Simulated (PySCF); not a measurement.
## Computed properties of Si(F)(H)(SH)2 (FH₃S₂Si), SMILES F[SiH](S)S

Si(F)(H)(SH)2 (FH₃S₂Si), SMILES F[SiH](S)S. Geometry: r2SCAN-D4/def2-SVP. Other conformers were not sampled. All values are computed for the isolated molecule unless a solvent is named; none is compared with measurement here.

**Structure.** All 15 harmonic modes at r2SCAN-D4/def2-SVP (PySCF) are real, so it is a minimum. With heavy atoms numbered as in [SiH:1]([F:2])([SH:3])[SH:4], the shortest bond between them is Si1–F2 at 1.626 Å and the longest Si1–S4 at 2.128 Å.

**Vibrations.** The strongest infrared lines (harmonic, unscaled, degenerate partners summed) lie at 909 cm⁻¹ (182 km/mol, Si 43 %, F 34 %, H 23 %), 806 cm⁻¹ (158 km/mol, H 86 %, Si 11 %), 2259 cm⁻¹ (112 km/mol, H 97 %). The softest mode is at 140 cm⁻¹ and the zero-point energy is 19.6 kcal/mol.

**Electronic structure.** PBE0/def2-TZVP (PySCF) places the frontier levels at -7.94 and -0.24 eV, a gap of 7.70 eV, and gives a dipole moment of 1.36 D and a mean polarisability of 61.0 bohr³.

**Excitations.** TDDFT-M06-2X/def2-SVPD (PySCF) has S1 at 6.16 eV (201 nm, f = 0.001, dark); the most intense of the 10 singlets computed lies at 7.54 eV (f = 0.07). T1 (TDA) is at 5.86 eV. No vertical singlet excitation falls in the visible range (under 3.1 eV).

**NMR.** GIAO shifts at KT2/pcSseg-1 (PySCF) (non-relativistic, atoms alike by connectivity averaged): ¹H from 1.6 to 6.6 ppm against TMS; ²⁹Si at 27.0 ppm against TMS; ¹⁹F at -148.8 ppm against CFCl3.
